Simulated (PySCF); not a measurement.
A series of related molecules.

All values: PBE0/pcSseg-1 (PySCF) at GFN2-xTB geometries, gas phase, one conformer each.

Question: Rank by HOMO–LUMO gap, highest first.
A. `C=C[C@@H]1[C@H](C(F)(F)F)C[P@@H]1=S`
B. `C=C[C@H]1[P@H](C[C@@H]1[SiH3])=S`
C. `C=C[C@@H]1[C@H](OC)C[P@H]1=S`

Answer: A (6.60 eV), B (6.41 eV), C (6.14 eV).

Question: Rank by the lowest Hirshfeld charge on any atom, lowest value first.
A. `C=C[C@@H]1C[P@@H](=S)[C@@H]1C=C`
B. `C=C[C@@H]1[C@@H]([SiH3])C[P@@H]1=S`
C. `C=C[C@@H]1[C@H](C(F)(F)F)C[P@@H]1=S`

Answer: A (-0.318 e), B (-0.307 e), C (-0.283 e).

All values together:

```json
{"SMILES": "C=C[C@@H]1[C@H](CC)C[P@@H]1=S", "change": "parent", "formula": "C7H13PS", "μ (D)": "4.70", "HOMO (eV)": "-6.60", "LUMO (eV)": "-0.14", "lowest IAO charge (e)": "-0.559 (S)", "highest IAO charge (e)": "+0.909 (P)", "lowest Hirshfeld charge (e)": "-0.311 (S)", "highest Hirshfeld charge (e)": "+0.304 (P)"}
{"SMILES": "C=C[C@@H]1[C@@H](C)C[P@H]1=S", "change": "C2H5 replaced by CH3", "formula": "C6H11PS", "μ (D)": "4.62", "HOMO (eV)": "-6.53", "LUMO (eV)": "-0.39", "lowest IAO charge (e)": "-0.560 (S)", "highest IAO charge (e)": "+0.913 (P)", "lowest Hirshfeld charge (e)": "-0.320 (S)", "highest Hirshfeld charge (e)": "+0.304 (P)"}
{"SMILES": "C=C[C@@H]1[C@@H]([SiH3])C[P@@H]1=S", "change": "C2H5 replaced by SiH3", "formula": "C5H11PSSi", "μ (D)": "4.16", "HOMO (eV)": "-6.65", "LUMO (eV)": "-0.24", "lowest IAO charge (e)": "-0.553 (S)", "highest IAO charge (e)": "+0.914 (P)", "lowest Hirshfeld charge (e)": "-0.307 (S)", "highest Hirshfeld charge (e)": "+0.316 (Si)"}
{"SMILES": "C=C[C@@H]1CC[P@H]1=S", "change": "C2H5 replaced by H", "formula": "C5H9PS", "μ (D)": "4.50", "HOMO (eV)": "-6.65", "LUMO (eV)": "-0.16", "lowest IAO charge (e)": "-0.562 (S)", "highest IAO charge (e)": "+0.905 (P)", "lowest Hirshfeld charge (e)": "-0.317 (S)", "highest Hirshfeld charge (e)": "+0.308 (P)"}
{"SMILES": "C=C[C@@H]1C[P@@H](=S)[C@@H]1C=C", "change": "C2H5 replaced by vinyl", "formula": "C7H11PS", "μ (D)": "4.48", "HOMO (eV)": "-6.64", "LUMO (eV)": "-0.27", "lowest IAO charge (e)": "-0.563 (S)", "highest IAO charge (e)": "+0.909 (P)", "lowest Hirshfeld charge (e)": "-0.318 (S)", "highest Hirshfeld charge (e)": "+0.308 (P)"}
{"SMILES": "C=C[C@@H]1[C@H](OC)C[P@H]1=S", "change": "C2H5 replaced by OCH3", "formula": "C6H11OPS", "μ (D)": "5.13", "HOMO (eV)": "-6.51", "LUMO (eV)": "-0.37", "lowest IAO charge (e)": "-0.557 (S)", "highest IAO charge (e)": "+0.914 (P)", "lowest Hirshfeld charge (e)": "-0.319 (S)", "highest Hirshfeld charge (e)": "+0.303 (P)"}
{"SMILES": "C=C[C@@H]1[C@H](C(F)(F)F)C[P@@H]1=S", "change": "C2H5 replaced by CF3", "formula": "C6H8F3PS", "μ (D)": "3.00", "HOMO (eV)": "-7.03", "LUMO (eV)": "-0.43", "lowest IAO charge (e)": "-0.529 (S)", "highest IAO charge (e)": "+0.904 (P)", "lowest Hirshfeld charge (e)": "-0.283 (S)", "highest Hirshfeld charge (e)": "+0.311 (P)"}
```

Conformers: `[CH2:1]=[CH:2][C@@H:3]1[C@H:4]([CH2:5][CH3:6])[CH2:7][P@@H:8]1=[S:9]` with C1–C2–C3–C4 -127°, C3–C4–C5–C6 177°, C2–C3–C4–C5 33°, C3–C4–C7–P8 -21°, C4–C7–P8–S9 142°, C2–C3–P8–C7 99°; `[CH2:1]=[CH:2][C@@H:3]1[C@@H:4]([CH3:5])[CH2:6][P@H:7]1=[S:8]` with C1–C2–C3–C4 -139°, C2–C3–C4–C5 94°, C3–C4–C6–P7 21°, C4–C6–P7–S8 -141°, C2–C3–P7–C6 140°; `[CH2:1]=[CH:2][C@@H:3]1[C@@H:4]([SiH3:5])[CH2:6][P@@H:7]1=[S:8]` with C1–C2–C3–C4 -130°, C2–C3–C4–Si5 145°, C3–C4–C6–P7 -17°, C4–C6–P7–S8 139°, C2–C3–P7–C6 101°; `[CH2:1]=[CH:2][C@@H:3]1[CH2:4][CH2:5][P@H:6]1=[S:7]` with C1–C2–C3–C4 128°, C2–C3–C4–C5 -144°, C3–C4–C5–P6 21°, C4–C5–P6–S7 -142°, C2–C3–P6–C5 140°; `[CH2:1]=[CH:2][C@@H:3]1[CH2:4][P@@H:5](=[S:6])[C@@H:7]1[CH:8]=[CH2:9]` with C1–C2–C3–C4 -127°, P5–C7–C8–C9 23°, C2–C3–C4–P5 -99°, C3–C4–P5–S6 -139°, C4–P5–C7–C8 138°, C2–C3–C7–P5 99°; `[CH2:1]=[CH:2][C@@H:3]1[C@H:4]([O:5][CH3:6])[CH2:7][P@H:8]1=[S:9]` with C1–C2–C3–C4 -130°, C3–C4–O5–C6 91°, C2–C3–C4–O5 -30°, C3–C4–C7–P8 22°, C4–C7–P8–S9 -143°, C2–C3–P8–C7 141°; `[CH2:1]=[CH:2][C@@H:3]1[C@H:4]([C:5]([F:6])([F:7])[F:8])[CH2:9][P@@H:10]1=[S:11]` with C1–C2–C3–C4 -124°, C2–C3–C4–C5 32°, C3–C4–C9–P10 -20°, C4–C9–P10–S11 141°, C2–C3–P10–C9 100°.

Question: Give the shifts from the parent, `C=C[C@@H]1[C@H](CC)C[P@@H]1=S`.

Answer: 
```
                             SMILES  change in μ (D)  change in HOMO (eV)  change in LUMO (eV)
       C=C[C@@H]1[C@@H](C)C[P@H]1=S            -0.08                +0.07                -0.25
 C=C[C@@H]1[C@@H]([SiH3])C[P@@H]1=S            -0.54                -0.05                -0.10
               C=C[C@@H]1CC[P@H]1=S            -0.20                -0.05                -0.02
    C=C[C@@H]1C[P@@H](=S)[C@@H]1C=C            -0.22                -0.04                -0.13
       C=C[C@@H]1[C@H](OC)C[P@H]1=S            +0.43                +0.09                -0.23
C=C[C@@H]1[C@H](C(F)(F)F)C[P@@H]1=S            -1.70                -0.43                -0.29
```
